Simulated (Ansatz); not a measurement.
Several settings on one geometry of naphthyltetrahydrothiophenium benzoate (C₂₅H₂₈O₃S) (that of the charge 0 singlet, PBE-D4/def2-SVP). Ansatz on 2 threads of AMD EPYC 7R13 on a shared host and a share (18 GiB) of an NVIDIA H100 80GB HBM3; times are rough.

Cartesian coordinates in Å:
```
C 6.735 2.340 1.060
C 5.327 2.023 0.556
C 4.393 3.237 0.574
C 2.980 2.934 0.102
O 2.392 2.009 1.017
C 1.151 1.527 0.768
C 0.368 1.895 -0.325
C -0.925 1.343 -0.490
C -1.425 0.426 0.416
S -3.090 -0.248 0.282
C -3.918 0.633 -1.115
C -4.521 1.933 -0.599
C -5.041 1.647 0.816
C -3.895 0.966 1.559
C -0.643 -0.013 1.533
C -1.088 -1.000 2.460
C -0.304 -1.358 3.546
C 0.963 -0.755 3.750
C 1.440 0.184 2.848
C 0.658 0.572 1.724
H 7.221 3.125 0.444
H 6.715 2.709 2.107
H 7.388 1.444 1.035
H 5.378 1.620 -0.480
H 4.876 1.215 1.171
H 4.801 4.042 -0.075
H 4.341 3.663 1.600
H 2.993 2.490 -0.921
H 2.363 3.862 0.060
H 0.733 2.614 -1.069
H -1.516 1.656 -1.361
H -3.184 0.703 -1.935
H -4.678 -0.106 -1.437
H -3.744 2.726 -0.562
H -5.321 2.286 -1.281
H -5.923 0.971 0.761
H -5.375 2.568 1.336
H -4.210 0.350 2.422
H -3.119 1.683 1.888
H -2.031 -1.528 2.261
H -0.660 -2.134 4.241
H 1.577 -1.048 4.615
H 2.428 0.646 2.981
O -1.614 -2.810 0.140
C -1.730 -2.492 -1.060
O -2.263 -1.396 -1.503
C -1.207 -3.434 -2.132
C -0.600 -4.643 -1.745
C -0.109 -5.532 -2.711
C -0.222 -5.219 -4.077
C -0.828 -4.013 -4.470
C -1.318 -3.125 -3.501
H -0.529 -4.851 -0.666
H 0.365 -6.477 -2.402
H 0.163 -5.917 -4.837
H -0.917 -3.767 -5.540
H -1.796 -2.175 -3.780
```

Totals from different functionals, basis sets or treatments of relativity can't be compared as stabilities.

The 6-31G sets use Cartesian d functions.

Scalar relativity in a set contracted without it gives distorted totals.

The spins typed aren't always the lowest for that charge.

Question: Give the basis size and estimate the energy, ⟨S²⟩ and time of these runs.

```tsv
run	method	charge	state	further keys
1	UKS r2SCAN0/6-31G*	1	doublet	fitting: {mean_field: def2-universal-jkfit}; pseudopotentials: {relativity: scalar}; scf: {omitted_lower_state_checks: [starts]}; forces asked
2	RKS B3LYP5/STO-3G	0	singlet	forces asked
3	RKS PBEsol/STO-3G	0	singlet	–
```

Answer: 
```tsv
run	functions	energy (Eh)	⟨S²⟩	wall time
1	495	-1593.6873	0.76	35 s
2	177	-1573.1759	–	9 s
3	177	-1566.9447	–	9 s
```
